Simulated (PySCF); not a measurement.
PySCF input for ZrBr₃, SMILES [Br][Zr]([Br])[Br] (connectivity only; charge and spin as stated), neutral, multiplicity 2, B3LYP-D3(BJ)/def2-SVP. Geometry optimised at B3LYP-D3(BJ)/def2-SVP. The spin state was assumed, not searched. The def2 effective core potentials stand for the cores of Zr; spin–orbit coupling is left out.

```python
import numpy as np
from pyscf import gto, scf, dft, df
from pyscf.hessian import thermo

mol = gto.M(
    atom='''
    Zr   -0.00000000    0.00000000   -0.00000000
    Br    2.49517816   -0.00000000    0.00000000
    Br   -1.24758908   -2.16088767    0.00000000
    Br   -1.24758908    2.16088767    0.00000000
    ''',
    basis='def2-SVP',
    ecp={'Zr': 'def2-svp'},
    charge=0,
    spin=1,
    max_memory=1600,
    verbose=3,
)
mf = dft.UKS(mol, xc='b3lyp').density_fit(auxbasis='def2-universal-jkfit')
mf.disp = 'd3bj'
mf.grids.level = 3
mf.conv_tol = 1e-11
mf.max_cycle = 100
mf.kernel()
fine, coarse = mf.grids, dft.Grids(mol).set(level=1).build(with_non0tab=True)
for _ in range(3):  # follow internal instabilities
    mf.grids = coarse
    mo, _, stable, _ = mf.stability(return_status=True, nroots=4)
    mf.grids = fine
    if stable:
        break
    mf.kernel(mf.make_rdm1(mo, mf.mo_occ))

# [left out here: the lines that compute and print the analytic Hessian (its translational invariance restored by hand, since the grid's response is missing), thermochemistry and intensities]
```

It prints:

```

WARN: HOMO -0.451092555906418 >= LUMO -0.451092555906437

converged SCF energy = -7768.89465617364  <S^2> = 0.75243633  2S+1 = 2.0024348
<class 'pyscf.df.df_jk.DFUKS'> wavefunction is stable in the internal stability analysis

WARN: DFTD3 does not support analytical Hessian, using finite difference


WARN: Mole.unit (angstrom) is changed to Bohr

Mode                                 0                   1                   2
Irrep
Freq [cm^-1]                       48.8422             56.2836             56.2959
Reduced mass [au]                  87.7954             81.1721             81.1722
Force const [Dyne/A]                0.1234              0.1515              0.1516
Char temp [K]                      70.2731             80.9796             80.9972
Normal mode                   x     y     z       x     y     z       x     y     z
       0  Zr                 0.00 -0.00  0.09    0.00 -0.04 -0.00   -0.04 -0.00  0.00
       1  Br                 0.00  0.00 -0.03    0.00  0.07  0.00   -0.04  0.00 -0.00
       2  Br                -0.00  0.00 -0.03   -0.05 -0.02  0.00    0.04 -0.05 -0.00
       3  Br                -0.00 -0.00 -0.03    0.05 -0.02  0.00    0.04  0.05 -0.00
Mode                                 3                   4                   5
Irrep
Freq [cm^-1]                      217.6306            317.1649            317.1711
Reduced mass [au]                  79.9040             86.3137             86.3138
Force const [Dyne/A]                2.2298              5.1156              5.1158
Char temp [K]                     313.1220            456.3297            456.3386
Normal mode                   x     y     z       x     y     z       x     y     z
       0  Zr                -0.00 -0.00  0.00   -0.08 -0.00 -0.00    0.00 -0.08  0.00
       1  Br                 0.06  0.00 -0.00    0.06  0.00  0.00   -0.00  0.00 -0.00
       2  Br                -0.03 -0.06 -0.00    0.02  0.02  0.00    0.02  0.04 -0.00
       3  Br                -0.03  0.06 -0.00    0.02 -0.02  0.00   -0.02  0.04 -0.00
temperature 298.1500 [K]
pressure 101325.00 [Pa]
Rotational constants [GHz] 0.67726 0.67726 0.33863
Symmetry number 6
Zero-point energy (ZPE) 0.00231 [Eh]   6061.409 [J/mol]
                           tot       elec      trans        rot        vib
Entropy [J/mol/K]       383.941      5.763    181.106    119.006     78.066
Cv [J/mol/K]             71.067      0.000     12.472     12.472     46.124
Cp [J/mol/K]             79.382      0.000     20.786     12.472     46.124
Internal energy [J/mol]                      3718.434   3718.434  16071.483
Internal energy [Eh]   -7768.88570  -7768.89466
Enthalpy [J/mol]                             6197.391   3718.434  16071.483
Enthalpy [Eh]          -7768.88476
Gibbs free energy [J/mol]                  -47799.253 -31763.351  -7203.834
Gibbs free energy [Eh] -7768.92836
mode   freq/cm-1   IR/(km/mol)
   1       48.84         4.191
   2       56.28         0.288
   3       56.30         0.288
   4      217.63         0.000
   5      317.16        68.120
   6      317.17        68.128
max |gradient| / (hartree/bohr): 4.002311574932281e-05
APT charges: [ 1.5186 -0.5062 -0.5062 -0.5062]
```

The run converged.

Cost: about 7 core-minutes (a rough figure).
